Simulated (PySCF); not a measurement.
## Ni: electron affinity

Ni⁻ [Ar] 3d9 4s2 (2D) → Ni [Ar] 3d8 4s2 (3F), as a difference of total energies. Computed with PySCF 2.14 in aug-cc-pwCVTZ-DK with one added diffuse shell each of s, p, d, f, g type (11s10p8d5f4g, 152 functions), with scalar relativity by spin-free X2C-1e. The calculations carry no spin-orbit coupling.

```
method  electron affinity (eV)
   UHF                  -1.779
 TPSSh                   1.183
 wB97X                   1.203
revPBE                   1.733
```

The reference lies between the lowest fine-structure levels, while these numbers refer to the centres of the terms.

A negative affinity means that the anion lies above the atom at that level of theory.

In the anion the highest occupied orbital energy is positive at TPSSh, revPBE, a self-interaction effect; the basis confines that electron, and the energy difference can still be sensible.

For comparison: 1.157 eV (measured; photodetachment measurements, as compiled on the Wikipedia data page of electron affinities).
